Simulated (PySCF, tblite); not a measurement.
Species: C7H13PS.
SMILES with atom numbers: `[CH2:1]=[CH:2][C@@H:3]1[C@H:4]([CH2:5][CH3:6])[CH2:7][P@@H:8]1=[S:9]` (hydrogens: H10, H11 on C1; H12 on C2; H13 on C3; H14 on C4; H15, H16 on C5; H17, H18, H19 on C6; H20, H21 on C7; H22 on P8)

Cartesian coordinates in Å at the GFN2-xTB level; atoms count from 1:
```xyz
22
C7H13PS angstrom
C      2.762   -1.056    0.657
C      1.830   -0.429   -0.038
C      0.951    0.633    0.517
C     -0.574    0.396    0.311
C     -1.028   -1.057    0.342
C     -2.541   -1.174    0.204
C     -0.721    1.121   -1.044
P      0.842    2.056   -0.707
S      2.163    2.499   -2.038
H      3.395   -1.805    0.214
H      2.930   -0.845    1.701
H      1.689   -0.653   -1.089
H      1.239    0.874    1.542
H     -1.118    0.953    1.079
H     -0.709   -1.503    1.287
H     -0.543   -1.612   -0.463
H     -2.844   -2.218    0.233
H     -3.042   -0.650    1.015
H     -2.875   -0.747   -0.739
H     -1.639    1.684   -1.201
H     -0.568    0.446   -1.889
H      0.391    3.106    0.104
```

Theory: PBE0/pcSseg-1 in PySCF (dipole) on a GFN2-xTB geometry, gas phase.

Take the most abundant isotopes and a rigid rotor. The values belong to one conformer with, in the numbering `[CH2:1]=[CH:2][C@@H:3]1[C@H:4]([CH2:5][CH3:6])[CH2:7][P@@H:8]1=[S:9]`, C1–C2–C3–C4 -127°, C3–C4–C5–C6 177°, C2–C3–C4–C5 33°, C3–C4–C7–P8 -21°, C4–C7–P8–S9 142°, C2–C3–P8–C7 99°.

Problem. Give the principal moments of inertia and the rotational constants in cm⁻¹.

Solution. Ia = 297.81, Ib = 645.08, Ic = 853.45 u·Å²; 505379 MHz·u·Å²/I gives 1697, 783.4 and 592.2 MHz, that is A = 0.05661, B = 0.02613, C = 0.01975 cm⁻¹.

Problem. Classify the top.

Solution. An asymmetric top: κ = (2 × 783.4 − 1697 − 592.2)/(1697 − 592.2) = -0.65.

Problem. Is it planar, by Δ = Ic − Ia − Ib?

Solution. Not planar: Δ = Ic − Ia − Ib = -89.44 u·Å². For a rigid frame Δ = −2 Σ m c², so Σ m c² = 44.72 u·Å² lies off the ab plane: 17.11 from hydrogen and 27.61 from heavier atoms. The atom farthest from that plane is 1.74 Å away.

Problem. Give the other two planar moments, Paa and Pbb, and the rms extents of the mass along the axes.

Solution. Paa = Σ m a² = (Ib + Ic − Ia)/2 = 600.36 and Pbb = Σ m b² = (Ia + Ic − Ib)/2 = 253.09 u·Å². With the mass M = 160.05 u, the rms extents √(P/M) along a, b and c are 1.94, 1.26, 0.53 Å.

Problem. Where do the levels up to J = 5 lie, in MHz?

Solution. Above 0(0,0):
J = 1: 1(0,1) 1376, 1(1,1) 2289, 1(1,0) 2480
J = 2: 2(0,2) 4100, 2(1,2) 4849, 2(1,1) 5423, 2(2,1) 8164, 2(2,0) 8191
J = 3: 3(0,3) 8122, 3(1,3) 8673, 3(1,2) 9818, 3(2,2) 12290, 3(2,1) 12422, 3(3,1) 17352, 3(3,0) 17355
J = 4: 4(0,4) 13381, 4(1,4) 13745, 4(1,3) 15641, 4(2,3) 17772, 4(2,2) 18146, 4(3,2) 22902, 4(3,1) 22919, 4(4,1) 29924, 4(4,0) 29925
J = 5: 5(0,5) 19831, 5(1,5) 20049, 5(1,4) 22853, 5(2,4) 24590, 5(2,3) 25391, 5(3,3) 29850, 5(3,2) 29916, 5(4,2) 36862, 5(4,1) 36864, 5(5,1) 45890, 5(5,0) 45890
The levels of one J sum to (2J + 1)J(J + 1)(A + B + C)/3.

Problem. Predict some low-J microwave lines.

Solution. The dipole components are |μa| = 4.47 D, |μb| = 0.21 D, |μc| = 1.44 D. The squared components, which scale the intensities, stand as 1.00 : 0.00 : 0.10 (a : b : c). Some lines, for components of 0.1 D or more:

```tsv
type	branch	J(Ka,Kc)	MHz	lower level (cm⁻¹)
c	Q	3(1,3) ← 3(0,3)	551	0.271
a	Q	2(1,1) ← 2(1,2)	574	0.162
c	Q	2(1,2) ← 2(0,2)	749	0.137
c	Q	1(1,1) ← 1(0,1)	914	0.046
b	Q	1(1,0) ← 1(0,1)	1105	0.046
b	Q	2(1,1) ← 2(0,2)	1323	0.137
b	R	3(1,2) ← 2(2,1)	1655	0.272
b	Q	3(1,2) ← 3(0,3)	1696	0.271
c	R	1(1,0) ← 0(0,0)	2480	0.000
b	Q	3(2,1) ← 3(1,2)	2604	0.328
a	R	2(1,1) ← 1(1,0)	2942	0.083
b	R	2(1,2) ← 1(0,1)	3473	0.046
a	R	3(0,3) ← 2(0,2)	4022	0.137
a	R	3(2,2) ← 2(2,1)	4127	0.272
a	R	3(2,1) ← 2(2,0)	4231	0.273
a	R	3(1,2) ← 2(1,1)	4395	0.181
b	Q	3(3,0) ← 3(2,1)	4933	0.414
b	Q	3(3,1) ← 3(2,2)	5062	0.410
b	R	2(2,1) ← 1(1,0)	5683	0.083
c	R	3(1,2) ← 2(0,2)	5719	0.137
c	R	2(2,1) ← 1(1,1)	5874	0.076
b	R	2(2,0) ← 1(1,1)	5901	0.076
b	R	3(2,2) ← 2(1,1)	6867	0.181
c	R	3(2,1) ← 2(1,1)	6999	0.181
c	R	3(2,2) ← 2(1,2)	7441	0.162
c	R	3(3,0) ← 2(2,0)	9164	0.273
c	R	3(3,1) ← 2(2,1)	9189	0.272
```

Problem. Estimate the classical rotational partition function at 25 K, 100 K and 500 K.

Solution. Point group C1, symmetry number σ = 1; q = (√π/σ)·√((kT/h)³/(ABC)), k/h = 20836.6 MHz/K: 23800 at 25 K, 190000 at 100 K, 2120000 at 500 K.

Its GFN2-xTB frequencies are all real (lowest 52 cm⁻¹). Constants of a rigid frame at the computed geometry: no zero-point averaging, no centrifugal distortion. A rigid rotor knows nothing of internal rotation, which can split or shift real lines.

Time: 52 s of wall time; peak memory 1.1 GiB. Hardware: an Arm Neoverse V1 with one thread, shared host. This is the PBE0/pcSseg-1 job that gave the dipole, with the shieldings it also computed.
